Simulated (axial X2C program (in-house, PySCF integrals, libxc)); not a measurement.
ScS: the levels of the configuration d0 s1 p(π)0

Calculated with an axial X2C code built on PySCF integrals: two-component X2C with atomic mean-field Coulomb and Gaunt terms, basis Sc dyall-v3z, S dyall-av3z (cores contracted in-house). Orbitals come from Hartree–Fock averaged over the configuration Sc d0 s1 p(π)0; CI then distributes these electrons over the d, s, p(π) shells of Sc.

R = 2.152 Å (near the minimum of the configuration average).

Active spinors (ω > 0):

```csv
shell,ω,ε (eV),character
d,1/2,1.35,"58% Sc d, 35% Sc p, 5% S p"
d,3/2,1.35,"58% Sc d, 35% Sc p, 5% S p"
d,1/2,1.39,"62% Sc d, 27% Sc p, 7% S p"
d,3/2,2.15,97% Sc d
d,5/2,2.16,97% Sc d
s,1/2,-3.67,"56% Sc s, 24% Sc p, 8% S p"
p(π),1/2,2.40,"75% Sc p, 11% Sc f, 5% S p"
p(π),3/2,2.41,"75% Sc p, 11% Sc f, 5% S p"
```

Lowest levels of this model:

```json
{"Ω": "1/2", "energy (cm⁻¹)": "0", "g∥": "2.00", "μ (D)": "-6.27", "configuration": "100% s1"}
{"Ω": "1/2", "energy (cm⁻¹)": "12810", "g∥": "0.01", "μ (D)": "-7.50", "configuration": "100% d1"}
{"Ω": "3/2", "energy (cm⁻¹)": "12892", "g∥": "3.99", "μ (D)": "-7.53", "configuration": "100% d1"}
{"Ω": "3/2", "energy (cm⁻¹)": "13268", "g∥": "2.01", "μ (D)": "-9.77", "configuration": "100% d1"}
{"Ω": "5/2", "energy (cm⁻¹)": "13315", "g∥": "6.00", "μ (D)": "-9.78", "configuration": "100% d1"}
{"Ω": "1/2", "energy (cm⁻¹)": "13766", "g∥": "1.99", "μ (D)": "-7.67", "configuration": "100% d1"}
```

g∥ is the magnitude of 2⟨Lz + ge Sz⟩ for the +Ω component. μ is positive if the S end is positive.

From Ω and g∥ of the lowest level, whose 2⟨Lz + ge Sz⟩ is positive, find ⟨Sz⟩ and ⟨Lz⟩ (ge = 2.0023).

Ω = ⟨Lz⟩ + ⟨Sz⟩ = 1/2 and ⟨Lz⟩ + ge⟨Sz⟩ = 1.000, so ⟨Sz⟩ = 0.50 and ⟨Lz⟩ = 0.00.

Occupations of the active spinors in the lowest level by ω, shell by shell in order of energy: -5/2: 0.00; -3/2: 0.00 0.00 0.00; -1/2: 0.00 0.00 0.00 0.00; 1/2: 0.00 0.00 1.00 0.00; 3/2: 0.00 0.00 0.00; 5/2: 0.00. The leading determinant has weight 1.00 among 4.

This point took 1.3 s on 1 thread of Arm Neoverse V1 (shared host).

Dynamic correlation is missing, so gaps between terms are too wide and other configurations may lie lower; the lowest level listed is that of this model, not necessarily the ground state. For d shells the ligand-field splittings (σ, π, δ) and their order can be off by a thousand cm⁻¹ or more. At most 6 roots were kept for each Ω > 0 (twice that for Ω = 0) within 3.2 eV of the lowest, so higher up levels can be missing between those listed; levels with Ω > 0 are doubly degenerate and listed once, Ω = 0 levels singly. Some active spinors are only partly of the character that their shell is named for, so the shell names and counts are nominal. States that fill the shells left empty in the average are placed too high.
